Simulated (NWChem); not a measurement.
System: C₂H₃F₃Si; SMILES FC(F)=C[SiH2]F

```xyz
9

F     -0.3063     2.3542    -0.8875
Si     0.4373     1.3955     0.1981
C     -0.5047    -0.1815     0.4130
C     -0.1994    -1.3274    -0.1920
F     -0.8461    -2.4530    -0.0458
F      0.7980    -1.5021    -1.0204
H      0.4531     2.1339     1.4888
H      1.8093     1.1230    -0.3029
H     -1.3805    -0.2261     1.0658
```
Atoms are numbered in this order, from 1.

Program: NWChem. All runs use the structure optimised with PBE0/def2-SVP. Level: PBE0/def2-SVP with SMD (1 M gas to 1 M solution), gas-phase geometry. Reactions with the solvent are ignored.

What does the run give for solvent ethanol? Quantities: solvation free energy (kcal/mol); cavity-dispersion-structure term (kcal/mol); dipole in solution (D).


* **solvation free energy (kcal/mol)**: -1.4
* **cavity-dispersion-structure term (kcal/mol)**: 1.4
* **dipole in solution (D)**: 1.84
